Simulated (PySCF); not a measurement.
PySCF job for FGeH₃Mg, SMILES [Mg]([F])[GeH3], C-PCM-M06-2X/def2-SVP. Geometry optimised at PBE0-D3(BJ)/def2-TZVP.

```python
import numpy as np
from pyscf import gto, scf, dft
from pyscf.solvent import pcm

mol = gto.M(
    atom='''
    Mg   -0.00000000   -0.00000000   -1.35292825
    F     0.00000000    0.00000000   -3.10841754
    Ge    0.00000000    0.00000000    1.21190966
    H     1.23253351    0.71160356    1.80992928
    H    -1.23253352    0.71160356    1.80992927
    H    -0.00000000   -1.42320711    1.80992927
    ''',
    basis='def2-SVP',
    charge=0,
    spin=0,
    max_memory=1600,
    verbose=3,
)
mf = dft.RKS(mol, xc='m06-2x').density_fit(auxbasis='def2-universal-jkfit')
mf.grids.level = 4
mf.conv_tol = 1e-9
mf.max_cycle = 100
mf.kernel()
res = {}
for name, eps in {'water': 78.355, 'toluene': 2.3741, 'chlorobenzene': 5.6968}.items():
    s = mf.PCM()
    s.with_solvent.method, s.with_solvent.eps, s.with_solvent.lebedev_order = 'C-PCM', eps, 29
    s.kernel(mf.make_rdm1())
    res[name] = (s.e_tot, eps, s.dip_moment(), s.mo_energy, s.converged)
    print(f'{name}: electrostatic solvation free energy {(s.e_tot - mf.e_tot) * 627.509474:.3f} kcal/mol')
```

Log of the run:

```
converged SCF energy = -2378.32427965137

WARN: PCM is an experimental feature. It is still in testing.
Features and APIs may be changed in the future.

converged SCF energy = -2378.34780894417
Dipole moment(X, Y, Z, Debye):  0.00000,  0.00035,  0.35198
water: electrostatic solvation free energy -14.765 kcal/mol

WARN: PCM is an experimental feature. It is still in testing.
Features and APIs may be changed in the future.

converged SCF energy = -2378.33719755665
Dipole moment(X, Y, Z, Debye):  0.00000,  0.00015,  0.88021
toluene: electrostatic solvation free energy -8.106 kcal/mol

WARN: PCM is an experimental feature. It is still in testing.
Features and APIs may be changed in the future.

converged SCF energy = -2378.34340058159
Dipole moment(X, Y, Z, Debye):  0.00000,  0.00026,  0.58535
chlorobenzene: electrostatic solvation free energy -11.999 kcal/mol
```

The calculation finished and met its thresholds.

Cost: around 50 core-seconds (rough).
